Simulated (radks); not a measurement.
All-electron atom: Be2+ in [He] (the NIST ground configuration).

Calculated with a radial shooting solver on a logarithmic mesh with Libxc functionals: Dirac Kohn-Sham, PBE, spin-unpolarised, spherical densities, point nucleus.

Energy parts (eV):
part                    energy
total                 -370.682
kinetic                369.640
electron-nucleus      -801.698
Hartree                123.283
exchange-correlation   -61.907

Orbitals (lengths in bohr, moments of r in powers of bohr; <r^-3> diverges for s and p1/2; r(max) is where P^2 peaks):
orbital  occ.  eigenvalue (eV)  <r^-3>   <r^2>  r(max)  <1/r>  small-component weight
1s1/2       2        -132.2822       -  0.2370  0.2652  3.683                1.81e-04

The highest occupied level is 1s1/2 at -132.28 eV. The density falls to 0.001 e/bohr^3 at r = 1.47 bohr. For comparison, the ionisation energy in NIST's Atomic Spectra Database is 153.90 eV (theoretical). In exact Kohn-Sham theory the highest level is minus the ionisation energy, but local and semilocal functionals leave it too shallow, through self-interaction and a potential that decays too fast; potentials with the right tail come closer. Summed over all electrons, <r^2> = 0.4740 bohr^2, which gives a Langevin (diamagnetic) susceptibility term of -0.375 x 10^-6 cm^3/mol.
